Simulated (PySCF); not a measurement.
Atom-mapped SMILES (the numbers label the heavy atoms): `[NH2:1][SiH2:2][SiH:3]([F:4])[F:5]`; H(Xn) means a hydrogen on atom n.

Geometry: PBE0-D3(BJ)/def2-SVP; GIAO absolute shieldings from PySCF 2.14, gas phase, non-relativistic, averaged over equivalent atoms.

At PBE0/STO-3G (38 basis functions, 2.4 s wall time on 1 thread of an Arm Neoverse V1, shared host):
```json
{"atoms": "N1", "σ (ppm)": "338.7"}
{"atoms": "Si3", "σ (ppm)": "513.1"}
{"atoms": "Si2", "σ (ppm)": "571.6"}
{"atoms": "F4/F5", "σ (ppm)": "498.8"}
{"atoms": "H(Si3)", "σ (ppm)": "29.69"}
{"atoms": "H(Si2)", "σ (ppm)": "30.38"}
{"atoms": "H(N1)", "σ (ppm)": "34.63"}
```

**Question.** Estimate the result of repeating the calculation with PBE0/cc-pVTZ.

**Answer.** 
| atoms | σ at PBE0/cc-pVTZ | change |
| --- | --- | --- |
| N1 | 274.0 | -64.7 |
| Si3 | 357.3 | -155.8 |
| Si2 | 413.1 | -158.5 |
| F4/F5 | 327.6 | -171.2 |
| H(Si3) | 25.70 | -3.99 |
| H(Si2) | 26.35 | -4.03 |
| H(N1) | 31.54 | -3.09 |

The largest change is at F4/F5 (fluorine bonded to Si). Cost: 228 basis functions, 19 s wall time on 1 thread of an Arm Neoverse V1, shared host.
